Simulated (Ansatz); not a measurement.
Consider the atomization: `F[SiH2][GeH2][SiH3]` → F• + Ge• + 7 H• + 2 Si•.

Calculated with Ansatz (gas phase, PBE0-D4/def2-TZVP geometries, no zero-point term in ΔE). CBS: MP2 limit from def2 TZ/QZ plus the TZ coupled-cluster correction, frozen cores. This one scheme is used for every species, atoms too. Functionals use def2-TZVPP. B3LYP here is the variant with VWN-RPA as its local correlation; programs differ in this. Open shells (•) are unrestricted, without spin–orbit coupling. Spin–orbit coupling would lower the free atoms: a little for F, Si; clearly for Ge. For Ge outer-core shells are correlated without core-valence functions, so the limit isn't a true one: a few kJ/mol of doubt a bond, and 10 to 20 or more in all where bonds break to atoms. Scalar relativity is left out up to krypton. Each species was taken in one conformer, which may not be the lowest.

```
             level  ΔE (kJ/mol)  difference from CCSD(T)/CBS
            PBE-D4       3228.9                        -61.2
         r2SCAN-D4       3272.3                        -17.8
           PBE0-D4       3216.4                        -73.7
          B3LYP-D4       3256.0                        -34.1
           ωB97X-V       3302.0                         11.9
           ωB97M-V       3259.0                        -31.1
            B2PLYP       3219.9                        -70.2
               PBE       3205.3                        -84.8
            r2SCAN       3266.6                        -23.5
              PBE0       3196.1                        -94.0
             B3LYP       3217.8                        -72.3
     HF/def2-TZVPP       2478.0                       -812.1
    MP2/def2-TZVPP       3193.6                        -96.5
SCS-MP2/def2-TZVPP       3218.6                        -71.5
   CCSD/def2-TZVPP       3181.2                       -108.9
CCSD(T)/def2-TZVPP       3211.3                        -78.8
     HF/def2-QZVPP       2483.4                       -806.7
    MP2/def2-QZVPP       3240.6                        -49.5
SCS-MP2/def2-QZVPP       3272.4                        -17.7
      HF/CBS(def2)       2484.3                       -805.8
     MP2/CBS(def2)       3272.4                        -17.7
    CCSD/CBS(def2)       3260.0                        -30.1
       CCSD(T)/CBS       3290.1                            0
```

Largest T1 diagnostic among the species: 0.012.

From PBE to PBE0 (25 % exact exchange), in def2-TZVPP and without D4, ΔE moves by −9.2 kJ/mol: exact exchange takes away binding that semilocal exchange gives to molecules. In def2-TZVPP, CCSD(T) changes the Hartree–Fock value by +733.3 kJ/mol (the triples alone add +30.1 kJ/mol) and MP2 by +715.6 kJ/mol; breaking electron pairs costs correlation energy, which Hartree–Fock lacks.

For atomizations the MP2-based limit and the directly extrapolated one differ by several kJ/mol either way, and by 10 to 25 for some Ge, Se and Sn compounds, so smaller differences from it don't rank the levels.
